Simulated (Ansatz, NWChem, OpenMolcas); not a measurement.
A ladder of methods for AgI (SMILES [Ag][I])

The species is AgI (2 atoms), meant as a singlet with charge 0. SMILES: `[Ag][I]`. Geometry: the measured bond length.

```xyz
2

Ag    0.0000    0.0000    0.0000
I     0.0000    0.0000    2.5446
```

Each level gives the electronic atomisation energy (eV). The values are calculated. Electronic energies at fixed atoms, without zero-point motion or spin-orbit coupling.

```tsv
level	kind	program	value (eV)	less CCSD(T)/def2-TZVPPD	CPU time (all runs)
HF/def2-TZVPPD (core potential)	Hartree–Fock	OpenMolcas	1.73	-0.83	21 s
revPBE/def2-TZVPPD (core potential)	GGA	Ansatz	2.43	-0.13	13 s
B3LYP/def2-TZVPPD (core potential)	global hybrid	NWChem	2.41	-0.15	54 s
M06-2X/def2-TZVPPD (core potential)	hybrid meta-GGA	OpenMolcas	2.35	-0.21	48 s
CAM-B3LYP/def2-TZVPPD (core potential)	range-separated hybrid	NWChem	2.46	-0.10	3.3 min
MP2/def2-TZVPPD (core potential)	perturbation theory	NWChem	2.72	+0.16	2.4 min
CCSD(T)/def2-TZVPPD (core potential)	coupled cluster or CI	Ansatz	2.56	0.00	28 s
CCSD/def2-TZVPPD (core potential)	coupled cluster or CI	NWChem	2.44	-0.12	8.8 min
```

Differences are taken from CCSD(T)/def2-TZVPPD (core potential) for orientation; it has basis-set and higher-order errors of its own. The values span 1.73 to 2.72 eV. In the correlated wave-function rows the outer d shell of I is correlated, in sets not made for it. Times are those of the runs behind each value, whatever else they computed, on shared processors of several kinds: orders of magnitude only.
